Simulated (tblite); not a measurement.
Compound: C7H6F3PS.
Numbering: `[F:1][C:2]([F:3])([F:4])[C@@H:5]1[CH2:6][P:7]1[c:8]1[cH:9][cH:10][cH:11][s:12]1` (hydrogens: H13 on C5; H14, H15 on C6; H16 on C9; H17 on C10; H18 on C11)

Cartesian coordinates in Å at the GFN2-xTB level; atoms count from 1:
```xyz
18
C7H6F3PS angstrom
F     -3.920    0.806   -0.533
C     -2.874    1.055    0.279
F     -3.262    0.689    1.512
F     -2.732    2.389    0.300
C     -1.627    0.352   -0.147
C     -1.577   -1.137    0.101
P     -0.486   -0.167    1.226
C      1.071   -0.216    0.301
C      2.289    0.028    0.874
C      3.363   -0.071   -0.033
C      2.954   -0.391   -1.287
S      1.254   -0.581   -1.393
H     -1.223    0.744   -1.074
H     -2.456   -1.580    0.550
H     -1.124   -1.748   -0.668
H      2.402    0.271    1.916
H      4.391    0.090    0.236
H      3.547   -0.528   -2.170
```

Computed with GFN2-xTB (tblite): harmonic, unscaled wavenumbers at the GFN2-xTB geometry, gas phase. The method is semi-empirical: single wavenumbers can be off by several per cent or more. One conformer, not necessarily the lowest.

Harmonic wavenumbers (cm⁻¹): 25.3, 42.6, 63.4, 94.4, 137.6, 188.3, 232.6, 290.3, 326.1, 382.6, 410.7, 429.7, 473.1, 511.1, 531.6, 587.7, 628.2, 702.2, 726.8, 728.7, 742.7, 796.0, 815.1, 818.5, 851.9, 852.8, 906.0, 974.3, 988.5, 1013.0, 1031.3, 1074.5, 1077.3, 1093.8, 1123.1, 1173.6, 1178.4, 1287.5, 1329.7, 1398.1, 1432.5, 1529.6, 3032.0, 3051.2, 3070.4, 3122.9, 3135.8, 3163.2.

A = 1810, B = 373.2, C = 355.7 MHz; mass 209.988 u (most abundant isotopes); point group C1, symmetry number 1.

**Question.** Zero-point energy?

**Answer.** ½Σν̃ = 24788 cm⁻¹ = 70.87 kcal/mol.

**Question.** Entropy at 273.15 K, 1 bar (ideal gas, RRHO, classical rotation)?

**Answer.** Translation 41.52, rotation 31.31, vibration 34.42: S = 107.3 cal/(mol K).

**Question.** And Cp and H(273.15 K) − H(0)?

**Answer.** Cp = 42.05 cal/(mol K), of which vibrations give 34.10 (their classical limit is 48 R = 95.4); H(273.15 K) − H(0) = 6.86 kcal/mol without the zero-point energy, 4.69 from vibrations.

**Question.** Blend soft modes into free rotors: weight 1/[1 + (100 cm⁻¹/ν̃)⁴] for the oscillator and the rest for a rotor with moment μB/(μ + B), μ = h/(8π²ν), B = 10⁻⁴⁴ kg m². What vibrational entropy results?

**Answer.** 30.11 cal/(mol K) in place of 34.42, which changes −T·S at 273.15 K by +1.18 kcal/mol.

**Question.** What must be added to the electronic energy to get the Gibbs energy at 273.15 K and 1 bar?

**Answer.** ZPE + [H(273.15 K) − H(0)] − T·S = 70.87 + 6.86 − 29.30 = 48.43 kcal/mol.

**Question.** How do the functions run with temperature in this model?

**Answer.** 
| T (K) | S (cal/(mol K)) | Cp (cal/(mol K)) | H − H(0) (kcal/mol) | G − H(0) (kcal/mol) | ln q(vib) |
| --- | --- | --- | --- | --- | --- |
| 150 | 87.2 | 26.4 | 2.65 | -10.43 | 4.74 |
| 250 | 103.7 | 39.1 | 5.92 | -19.99 | 7.95 |
| 298.15 | 111.1 | 45.1 | 7.95 | -25.16 | 9.47 |
| 400 | 125.9 | 56.2 | 13.14 | -37.24 | 12.68 |
| 600 | 151.8 | 70.9 | 25.99 | -65.09 | 18.80 |
| 900 | 183.0 | 82.6 | 49.20 | -115.51 | 27.17 |

q(vib) and H(0) count from the zero-point level.

Hindered rotation and anharmonicity are outside this model. Other conformers, if any are populated, would add a mixing term that is left out. The structure is chiral; the term R ln 2 for an equal mix with its mirror image is left out.
